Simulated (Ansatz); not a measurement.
Start from `[SH][Al]([Cl])[Br]` and change one atom or group to get `[AlH2][BH][Al]([Cl])[Br]`.

Ansatz, PBE0-D4/def2-TZVP geometries, multiplicity 1. Each molecule was computed in one conformer, which needn't be the lowest.

Scalar relativity is left out up to krypton.

```
                                      property  `[SH][Al]([Cl])[Br]`
         HOMO energy (ωB97M-V/def2-TZVPP) / eV                -10.41
           HOMO–LUMO gap (PBE/def2-TZVPP) / eV                  5.05
         LUMO energy (ωB97M-V/def2-TZVPP) / eV                  0.60
zero-point energy (PBE0-D4/def2-TZVP) / kJ/mol                  33.1
             HOMO energy (PBE/def2-TZVPP) / eV                 -7.01
       HOMO–LUMO gap (ωB97M-V/def2-TZVPP) / eV                 11.01
```

**Question.** What does the change do to each property? (Best estimate.)

**Answer.** The calculation gave: 
```json
{"property": "HOMO energy (ωB97M-V/def2-TZVPP) / eV", "`[AlH2][BH][Al]([Cl])[Br]`": "-9.51", "shift": "0.90"}
{"property": "HOMO–LUMO gap (PBE/def2-TZVPP) / eV", "`[AlH2][BH][Al]([Cl])[Br]`": "2.26", "shift": "-2.79"}
{"property": "LUMO energy (ωB97M-V/def2-TZVPP) / eV", "`[AlH2][BH][Al]([Cl])[Br]`": "-1.21", "shift": "-1.81"}
{"property": "zero-point energy (PBE0-D4/def2-TZVP) / kJ/mol", "`[AlH2][BH][Al]([Cl])[Br]`": "72.5", "shift": "39.4"}
{"property": "HOMO energy (PBE/def2-TZVPP) / eV", "`[AlH2][BH][Al]([Cl])[Br]`": "-6.39", "shift": "0.62"}
{"property": "HOMO–LUMO gap (ωB97M-V/def2-TZVPP) / eV", "`[AlH2][BH][Al]([Cl])[Br]`": "8.30", "shift": "-2.71"}
```

With PBE0 the HOMO rises by 0.75 eV and the LUMO falls by 2.06 eV, so the gap narrows by about 2.81 eV. PBE moves the HOMO by 0.62 eV and ωB97M-V by 0.90 eV. The zero-point energy changes by 39.4 kJ/mol with +9 modes.

Spin–orbit coupling is left out; it splits and shifts lone-pair levels of the heavy atoms by tenths of an eV.
